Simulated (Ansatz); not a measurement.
Geometry optimisation, UKS r2SCANh-D4/def2-SVP in Ansatz 0.2.0.

The input (input.yaml):

```yaml
crystal:
  periodic: [false, false, false]
  atoms:
    - { symbol: O, position_ang: [-0.4129, 1.1049, -1.1642] }
    - { symbol: Sn, position_ang: [-0.1261, -0.0597, 0.3572] }
    - { symbol: O, position_ang: [1.7493, -0.6006, 0.3463] }
    - { symbol: F, position_ang: [-1.1729, -1.6226, 0.1985] }
    - { symbol: H, position_ang: [-1.4216, 1.3657, -1.1251] }
    - { symbol: H, position_ang: [0.48928, 1.4295, -1.4108] }
    - { symbol: H, position_ang: [1.938, -1.0513, -0.5078] }
magnetization:
  spin_polarized: true
basis:
  gaussian: { orbitals: def2-SVP }
hamiltonian:
  xc: r2scanh
  dispersion: d4
relax:
  f_tol: 0.02
  max_steps: 50
```

Launched with:

```bash
$ ansatz run input.yaml --threads 2 --pin off --max-ram 3072MiB --backend cpu --events-out ev --progress --plain --runs-dir out
```

Q: Where does it end, and by what steps?

A: It converged. After 16 steps the energy has fallen by 3.253 eV; H5 moved furthest, 0.92 Å. The start is strongly strained (largest force component 8 eV/Å).

| step | energy less start (eV) | largest force component (eV/Å) | accepted |
| --- | --- | --- | --- |
| 0 | 0.0000 | 8.024 | yes |
| 1 | -1.7134 | 3.895 | yes |
| 2 | -2.6110 | 1.766 | yes |
| 3 | -2.8856 | 1.911 | yes |
| 4 | -3.0191 | 0.865 | yes |
| 5 | -3.0515 | 1.303 | yes |
| 6 | -3.0981 | 1.046 | yes |
| 7 | -3.1482 | 0.876 | yes |
| 8 | -3.2055 | 0.492 | yes |
| 9 | -3.2237 | 0.295 | yes |
| 10 | -3.2041 | 0.651 | no |
| 11 | -3.2375 | 0.106 | yes |
| 12 | -3.2474 | 0.368 | yes |
| 13 | -3.2521 | 0.076 | yes |
| 14 | -3.2528 | 0.027 | yes |
| 15 | -3.2530 | 0.026 | yes |
| 16 | -3.2531 | 0.015 | yes |

```xyz
7
Properties=species:S:1:pos:R:3
O -0.632 0.959 -1.196
Sn -0.328 -0.141 0.899
O 1.434 -0.067 -0.174
F -0.760 -1.886 0.110
H -0.690 1.922 -1.214
H 0.339 0.726 -1.245
H 1.680 -0.948 -0.486
```

The run took 43 s on 2 threads of Intel(R) Xeon(R) 6975P-C (Granite Rapids), on a shared host, peak memory 0.31 GiB.
